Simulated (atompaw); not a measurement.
## u(r) = r·R(r): atom against pseudo-atom (Zn (Z = 30))

Columns: radius, all-electron u(r) and pseudo u(r) of the 3d shell (level -30.84 eV) of zinc in the configuration [Ne] 3s2 3p6 3d10 4s0 4p0; PBEsol, scalar-relativistic, PAW (atompaw) scheme, atompaw 4.2.0.5.

| r (bohr) | all-electron | pseudo |
| --- | --- | --- |
| 0.052 | 0.0266 | 0.0005 |
| 0.104 | 0.1344 | 0.0039 |
| 0.156 | 0.2979 | 0.0130 |
| 0.208 | 0.4766 | 0.0301 |
| 0.260 | 0.6428 | 0.0567 |
| 0.312 | 0.7820 | 0.0938 |
| 0.363 | 0.8878 | 0.1405 |
| 0.415 | 0.9649 | 0.1978 |
| 0.467 | 1.0139 | 0.2632 |
| 0.519 | 1.0393 | 0.3345 |
| 0.571 | 1.0460 | 0.4086 |
| 0.623 | 1.0381 | 0.4824 |
| 0.675 | 1.0196 | 0.5525 |
| 0.727 | 0.9935 | 0.6156 |
| 0.779 | 0.9621 | 0.6689 |
| 0.831 | 0.9273 | 0.7103 |
| 0.883 | 0.8906 | 0.7384 |
| 0.935 | 0.8528 | 0.7528 |
| 0.987 | 0.8147 | 0.7541 |
| 1.038 | 0.7777 | 0.7441 |
| 1.090 | 0.7406 | 0.7245 |
| 1.142 | 0.7043 | 0.6979 |
| 1.194 | 0.6692 | 0.6673 |
| 1.246 | 0.6352 | 0.6349 |
| 1.298 | 0.6026 | 0.6026 |
| 1.350 | 0.5712 | 0.5712 |

Problem. How many radial nodes do the two functions have?

Solution. The all-electron 3d function has n − l − 1 = 0; the pseudo-wave has 0.

Problem. Is the pseudo-wave norm-conserving?

Solution. No, it belongs to a PAW set: the norm inside the radius is not constrained, and the difference is carried by the augmentation charge.
